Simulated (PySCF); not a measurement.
A PySCF script (with the pyscf-properties extension) for the NMR shieldings of SMILES S(C)C[C@@H]1C[C@H]1B(F)F, C5H9BF2S, on a GFN2-xTB geometry:

```python
import basis_set_exchange as bse
import numpy as np
from pyscf import gto, dft
from pyscf.prop import nmr

atoms = """
C     2.511993    0.845754    0.521152
S     1.809845    0.790817   -1.151047
C     0.837738   -0.756341   -1.041303
C    -0.263299   -0.680653   -0.024432
C    -1.602325   -1.256517   -0.307283
C    -1.436796    0.254029   -0.296505
B    -2.010563    1.106586    0.858312
F    -2.514143    2.314829    0.697284
F    -2.019112    0.686242    2.113257
H     3.263126    1.628273    0.515162
H     1.735507    1.086033    1.241585
H     2.973916   -0.110491    0.750575
H     1.531876   -1.566541   -0.811907
H     0.439414   -0.898419   -2.045066
H     0.075285   -0.725941    1.003491
H    -1.772860   -1.720645   -1.266279
H    -2.147273   -1.707767    0.507566
H    -1.421087    0.717068   -1.276218
"""
names = dict.fromkeys(["C", "S", "B", "F", "H"], "pcSseg-1")
basis = {el: gto.basis.parse(bse.get_basis(n, elements=[el], fmt="nwchem")) for el, n in names.items()}
mol = gto.M(atom=atoms, basis=basis, charge=0, verbose=0)
mf = dft.RKS(mol, xc="PBE0")
mf.grids.level = 2
mf.grids.alignment = dft.numint.BLKSIZE   # the property module wants whole blocks of grid points
mf.conv_tol = 1e-9
mf.kernel()

calc = nmr.RKS(mf)   # GIAO
C = mf.mo_coeff
Co = C[:, mf.mo_occ > 0]
resp = mf.gen_response(singlet=True, hermi=2)
def vind(x):   # induced exchange potential for any number of trial vectors
    d = np.einsum("pi,xij,qj->xpq", C, 2 * x.reshape(-1, C.shape[1], Co.shape[1]), Co, optimize=True)
    return np.einsum("xpq,pi,qj->xij", resp(d - d.transpose(0, 2, 1)), C, Co, optimize=True).ravel()
mo1, _ = nmr.rhf.solve_mo1(calc, with_cphf=vind)
sigma = calc.kernel(mo1)
for i, s in enumerate(sigma):   # ppm
    print("%2d %-2s %9.2f" % (i, mol.atom_pure_symbol(i), np.trace(s) / 3))
```

**Question.** What does it print?

**Answer.** 
```
 0 C     167.96
 1 S     529.61
 2 C     141.62
 3 C     164.07
 4 C     167.05
 5 C     182.71
 6 B      71.97
 7 F     240.31
 8 F     263.20
 9 H      29.69
10 H      29.21
11 H      29.89
12 H      28.47
13 H      30.30
14 H      30.27
15 H      30.82
16 H      30.55
17 H      31.75
```

These numbers come from an equivalent density-fitted implementation of the same equations, which agrees with the script to about 0.01 ppm for H and up to a few tenths of a ppm for heavy atoms, so last digits may differ.

Size and cost of the density-fitted run: 205 basis functions, 72 s wall time on 1 thread of an Arm Neoverse N1, shared host; peak memory 0.92 GiB.
